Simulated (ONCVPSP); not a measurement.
# Ranking ONCV potentials for H (Z = 1)

All share these settings but for the change named:

```
Element                 : H
Generator               : ONCVPSP 4.0.1
Type                    : optimised norm-conserving Vanderbilt (ONCV)
Functional              : PBE
Relativity              : scalar-relativistic
Frozen core             : none
Valence charge          : 1
Reference configuration : 1s1
Partial waves           : 1s: rc 1.45 bohr, ncon 3, nbas 6, qcut 10.5 1/bohr, 2 projectors, debl 2.9 Ha; p scattering state at 0.1 Ha: rc 1.45 bohr, ncon 4, nbas 9, qcut 6 1/bohr, local
Local potential         : the p channel
Core correction         : none
```

Cutoff: the first of the cutoffs (Ha) at which the residual kinetic energy of the hardest occupied pseudo-wave falls to 1 and 0.1 mHa per electron; the density cutoff is not measured.

The base gives 16 Ha.

Of 5 variants that were run, those that failed, showed a ghost or another fault, or gave nearly equal values are left out.

(1) Rank these variants from softest to hardest (loose cutoff).
A. all radii scaled by about 1.13 (s 1.64, p 1.64 bohr)
B. all radii scaled by about 1.30 (s 1.88, p 1.88 bohr)
C. all radii scaled by about 0.81 (s 1.18, p 1.18 bohr)

Results:

(1) B (11 Ha), A (13 Ha), C (19 Ha).
